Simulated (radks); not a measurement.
Problem. Numerical settings for neutral neon, [Ne]. Method: non-relativistic Kohn-Sham, TPSS, spin-polarised, spherical densities, point nucleus; meta-GGA in the generalised Kohn-Sham scheme; computed with a radial shooting solver on a logarithmic mesh with Libxc functionals. The defaults (mesh step 0.008 in ln r, mesh end at 40 bohr or more with all orbitals vanishing there, Anderson mixing 0.5 over 9 steps, residual threshold near 1e-9 with the energy settled to 1e-9 hartree or 1e-11 of itself, here a cap of 98 iterations) give E = -128.981 hartree and 2p at -13.504 eV in 13 iterations. Run on one thread of a shared host, so times are rough (Arm Neoverse N1): 0.15 s of CPU time, 0.15 s wall, 13 iterations on 2496 mesh points. One setting is changed at a time: mesh step in ln r 0.02; mesh step in ln r 0.012; mesh step in ln r 0.005; mesh end (bohr) 400; mesh end (bohr) 1; residual threshold 0.001; residual threshold 0.01; mixing 0.05; linear mixing, mixing 0.5; linear mixing, mixing 0.05; mixing history 3; iteration cap 5. Which runs fail to converge, and which converge to a wrong energy?

Solution. Not converged within the cap: mixing 0.05; linear mixing, mixing 0.5; linear mixing, mixing 0.05; mixing history 3; iteration cap 5. Settled on a wrong energy, with an occupied level pushed above zero by the early mesh end: mesh end (bohr) 1 (+25.7 hartree). Apart from these: no run marked as converged misses the energy by more than 1 mhartree.
